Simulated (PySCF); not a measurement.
H₄O, SMILES [OH4+2], charge +2.

Geometry optimised at r2SCAN-D4/def2-TZVPD.

Two levels are set side by side: TDDFT-PBE/def2-TZVPD (PySCF) and TDDFT-LC-ωPBE/def2-TZVPD (PySCF). Vertical, same geometry. The lowest singlet is HOMO→LUMO 98 % with PBE and HOMO→LUMO 98 % with the other functional; states are paired by order. Differences are taken from unrounded values.

| quantity | TDDFT-LC-ωPBE |
|---|---|
| lowest singlet excitation (eV) | 18.17 |
| lowest triplet excitation (TDA) (eV) | 16.57 |
| first bright state (f over 0.05) (eV) | 18.17 |
| its oscillator strength | 0.14 |

What does TDDFT-PBE give, and how far is it from TDDFT-LC-ωPBE? (Estimate from the structure and the level; the computed values follow.)


| quantity | TDDFT-PBE | TDDFT-PBE minus TDDFT-LC-ωPBE |
|---|---|---|
| lowest singlet excitation (eV) | 17.37 | -0.81 |
| lowest triplet excitation (TDA) (eV) | 15.99 | -0.57 |
| first bright state (f over 0.05) (eV) | 17.37 | -0.81 |
| its oscillator strength | 0.12 | -0.03 |

Functionals without exact exchange tend to place singlet excitations lower, as here. Differences between two approximate levels are no errors against the true value.

Rough cost on one machine, each run with all the roots and properties that it gave: TDDFT-LC-ωPBE against TDDFT-PBE about 2 times.
